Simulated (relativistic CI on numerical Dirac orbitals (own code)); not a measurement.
Crystal-field levels of Ir5+, 5d4

Calculated by Dirac-Coulomb-Breit CI, separate exchange-only KLI orbitals for each configuration, a model potential for QED, valence Slater integrals scaled by 0.9, one configuration in a parametric crystal field (own radial code). With so little scaling, terms lie 10 to 35 % too far apart, which can change the order of excited levels.

Field parameters in Wybourne normalisation: Oh B⁴₀ = 21Dq, B⁴₄ = √(5/14) B⁴₀. The field is a parameter set, without covalency.

S is read from ⟨S²⟩ = S(S + 1).

Levels (cm⁻¹, degeneracy): 0 (1), 5630 (3), 9123 (2), 10150 (3), 12138 (1), 14746 (3), 15975 (1), 16209 (2), 16755 (3), 22747 (3), 23225 (2), 23338 (1).

Question: Which field gives this pattern?
A. Oh, 10Dq = 18000 cm⁻¹
B. Oh, 10Dq = 10000 cm⁻¹
C. Oh, 10Dq = 33950 cm⁻¹
D. Oh, 10Dq = 41950 cm⁻¹

Answer: A. Oh, 10Dq = 18000 cm⁻¹, ground level with S = 1.40.
